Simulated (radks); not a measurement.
Charge is removed step by step from the 5s down level of Pm11+, starting from [Kr] 4d10 4f2 5s(up 1, down 1). Calculated with a radial shooting solver on a logarithmic mesh with Libxc functionals: scalar-relativistic Kohn-Sham, r2SCAN, spin-polarised, spherical densities, finite nucleus; open shells are filled with parallel spins first (spin-orbit coupling, left out, can overturn this in heavy ions); meta-GGA in the generalised Kohn-Sham scheme; Fermi nuclear charge, rms radius 4.962 fm.

removed (e),E - E(0) (eV),eigenvalue (eV),E minus straight line (eV)
0,0.000,-198.53,0.000
0.1,19.922,-200.04,-0.658
0.2,39.994,-201.54,-1.165
0.3,60.215,-203.04,-1.522
0.4,80.586,-204.52,-1.731
0.5,101.10,-205.96,-1.793
0.6,121.76,-207.37,-1.712
0.7,142.56,-208.78,-1.491
0.8,163.50,-210.19,-1.129
0.9,184.58,-211.54,-0.629
1,205.79,-212.72,0.000

Removing the whole electron costs 205.79 eV by Delta-SCF, against 198.53 eV from minus the eigenvalue at the starting occupation. Slater's transition state (half an electron removed) gives 205.96 eV. Integrating minus the eigenvalue over the occupation (Janak's theorem) gives 205.86 eV. In this scalar-relativistic scheme the density is built from large components alone, so the theorem holds only approximately. The mean slope of the eigenvalue, de/dn, is 14.2 eV per electron.
